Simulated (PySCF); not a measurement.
## ORD: `C=C1[C@@H](C)C(S)[C@@H]1C`, C$_{7}$H$_{12}$S

Geometry:
| atom | x (Å) | y (Å) | z (Å) |
| --- | --- | --- | --- |
| C1 | 0.008 | -2.246 | -0.485 |
| C2 | 0.002 | -0.956 | -0.225 |
| C3 | 0.998 | -0.015 | 0.410 |
| C4 | 2.424 | -0.047 | -0.110 |
| C5 | 0.113 | 1.155 | -0.060 |
| S6 | -0.286 | 2.363 | 1.248 |
| C7 | -0.984 | 0.154 | -0.501 |
| C8 | -2.236 | 0.101 | 0.363 |
| H9 | -0.817 | -2.726 | -0.984 |
| H10 | 0.838 | -2.875 | -0.210 |
| H11 | 0.999 | -0.101 | 1.500 |
| H12 | 2.989 | 0.794 | 0.287 |
| H13 | 2.432 | 0.007 | -1.197 |
| H14 | 2.914 | -0.969 | 0.194 |
| H15 | 0.548 | 1.709 | -0.892 |
| H16 | -1.039 | 3.151 | 0.484 |
| H17 | -1.269 | 0.256 | -1.552 |
| H18 | -2.830 | -0.769 | 0.094 |
| H19 | -1.969 | 0.028 | 1.414 |
| H20 | -2.840 | 0.995 | 0.219 |

Method used: TDDFT wB97X-D/def2-SVPD circular dichroism and optical rotation, one conformer, gas phase in PySCF 2.14.0. Geometry: GFN2-xTB.

The molecule is flexible and this is one conformer; a measurement averages over conformers.

Stereocentres: C3 R, C7 R.

(1) Give the optical rotatory dispersion at 633, 589.3, 546, 436, 405, 365, 355 nm.

(2) And for the mirror image at 589.3 nm?

(3) What is the molar rotation [Φ] = [α]·M/100 of the geometry above at 589.3 nm?

Results:

(1) [α] in deg dm⁻¹ (g/mL)⁻¹:
| λ (nm) | origin-invariant length gauge | modified velocity gauge | length gauge (centre of mass) | isotropic polarisability (au) |
| --- | --- | --- | --- | --- |
| 633 | -78.4 | -83.4 | -78.0 | 104.3 |
| 589.3 | -91.8 | -97.8 | -91.3 | 104.7 |
| 546 | -108.9 | -116.2 | -108.3 | 105.2 |
| 436 | -184.8 | -198.8 | -183.9 | 107.4 |
| 405 | -222.2 | -240.0 | -221.2 | 108.4 |
| 365 | -292.5 | -318.3 | -291.3 | 110.2 |
| 355 | -316.0 | -344.7 | -314.7 | 110.7 |

(2) +91.8 deg dm⁻¹ (g/mL)⁻¹ (origin-invariant length gauge): the same size and the opposite sign.

(3) With M = 128.23 g/mol, -117.7 deg cm² dmol⁻¹ (origin-invariant length gauge).

The first excitation lies at 5.58 eV (222 nm) with R = -2.6 × 10⁻⁴⁰ esu² cm² (velocity form).
